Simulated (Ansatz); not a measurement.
Process, species as SMILES: SC1CCCCC1 + 7 [H][H] (H2) -> 6 C (CH4) + S (H2S)
Geometries: B3LYP-D3(BJ)/def2-TZVP minima from Ansatz (an electronic-structure program), one conformer each, not searched for the lowest.

Wanted: energy of full hydrogenation (electronic energy difference), in eV. Cores are frozen in the correlated levels unless marked. No spin-orbit coupling. Non-relativistic. CBS marks a two-point X^-3 extrapolation of the correlation energy; Hartree-Fock from the larger set. The bracket is a focal-point correction in the basis named.

Level to compare with: RI-MP2/CBS(aug-cc-pV(T+d)Z,aug-cc-pV(Q+d)Z)+[CCSD(T)-MP2]/aug-cc-pV(T+d)Z (Ansatz), -4.87 eV. It is a level with limits of its own, and the differences hold the functionals' basis error too.

### Question
Rank these functionals by how close they come to RI-MP2/CBS(aug-cc-pV(T+d)Z,aug-cc-pV(Q+d)Z)+[CCSD(T)-MP2]/aug-cc-pV(T+d)Z, closest first: CAM-B3LYP/def2-TZVPD (Ansatz); r2SCAN/def2-TZVPD (Ansatz); wB97X/def2-TZVPD (Ansatz).

### Answer
r2SCAN/def2-TZVPD (meta-GGA, -5.03 eV, difference -0.16), wB97X/def2-TZVPD (range-separated hybrid, -5.33 eV, difference -0.46), CAM-B3LYP/def2-TZVPD (range-separated hybrid, -5.54 eV, difference -0.67)
